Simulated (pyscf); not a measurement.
## Concerted two-bond exchange: H₃C–CH₂–NH–Al(NH₂)–NH₂ (SMILES CC[NH][Al]([NH2])[NH2]) → H₂N–CH₂–CH₂–Al(NH₂)–NH₂ (SMILES NC[CH2][Al]([NH2])[NH2])

Gas phase, singlet surface, charge 0. Bonds broken: N1–Al2, H5–C12. Bonds formed: N1–H5, Al2–C12. Optimised with ωB97X-D3(BJ)/def2-SVP in PySCF.

Transition state (Å):

```xyz
16

N      0.7815     0.0635     1.2127
Al    -0.9358    -0.4766     0.5258
N     -1.5905    -1.9075     1.3706
N     -2.1026     0.6833    -0.1781
H      0.8588    -0.9457     0.3550
H      1.1488     0.3543     2.1212
H     -2.4783    -2.3444     1.1488
H     -1.0827    -2.4832     2.0328
H     -1.9378     1.3264    -0.9435
H     -3.0281     0.8415     0.2054
C      1.2608     0.7464    -0.0229
C      0.7579    -0.3690    -0.9692
H      0.7955     1.7336    -0.1906
H      2.3572     0.8706    -0.0275
H      1.5548    -0.9110    -1.4970
H      0.0052    -0.0695    -1.7183
```

One imaginary mode, 1771i cm⁻¹; descent along it reached the two sides named, in the forms told below.

```csv
bond,change,reactant side (Å),saddle,product side
N1–Al2,breaks,1.787,1.927,2.100
H5–C12,breaks,1.102,1.448,2.9
N1–H5,forms,2.8,1.327,1.020
Al2–C12,forms,3.3,2.262,2.002
```

Electronic energies relative to the reactant's lowest minimum found (kJ/mol):

```json
[
 {"level": "ωB97X-D3(BJ)/def2-TZVP", "barrier": "271.0", "reaction energy": "+35.1", "reverse barrier": "235.9"},
 {"level": "PBE/def2-TZVP", "barrier": "243.1", "reaction energy": "+40.2", "reverse barrier": "202.9"},
 {"level": "r²SCAN/def2-TZVP", "barrier": "256.4", "reaction energy": "+42.7", "reverse barrier": "213.7"},
 {"level": "B3LYP-D3(BJ)/def2-TZVP", "barrier": "278.3", "reaction energy": "+48.4", "reverse barrier": "229.8"},
 {"level": "PBE0-D3(BJ)/def2-TZVP", "barrier": "257.2", "reaction energy": "+36.4", "reverse barrier": "220.8"},
 {"level": "M06-2X/def2-TZVP", "barrier": "272.1", "reaction energy": "+43.8", "reverse barrier": "228.3"},
 {"level": "ωB97M-D3(BJ)/def2-TZVP", "barrier": "269.9", "reaction energy": "+40.6", "reverse barrier": "229.3"},
 {"level": "HF/def2-TZVP", "barrier": "355.9", "reaction energy": "+62.6", "reverse barrier": "293.3"}
]
```

With ωB97M-D3(BJ)/def2-TZVP energies and thermal terms (ideal gas, 1 atm, RRHO with modes under 100 cm⁻¹ raised to 100, one conformer, R ln 2 for chiral ones without a mode under 150 cm⁻¹), in kJ/mol:

| T (K) | ΔH‡ | ΔG‡ | ΔH | ΔG |
|---|---|---|---|---|
| 298 | 255.2 | 261.6 | +40.1 | +41.8 |
| 600 | 253.9 | 268.8 | +40.6 | +43.3 |
| 900 | 253.0 | 276.4 | +41.1 | +44.5 |
| 1200 | 252.0 | 284.3 | +41.3 | +45.6 |

On the reactant side the descent ends in a point that may be a rotor saddle (no frequency run), 5.4 kJ/mol over the lowest minimum found and 265.6 kJ/mol under the saddle at ωB97X-D3(BJ)/def2-TZVP. What is counted as broken (Al–N) persists as a longer contact in the product adduct; parting that adduct is a step of its own. H₂N–CH₂–CH₂–Al(NH₂)–NH₂ is closed by a dative Al–N contact. This is the saddle that the search found; another between the same sides may lie lower.
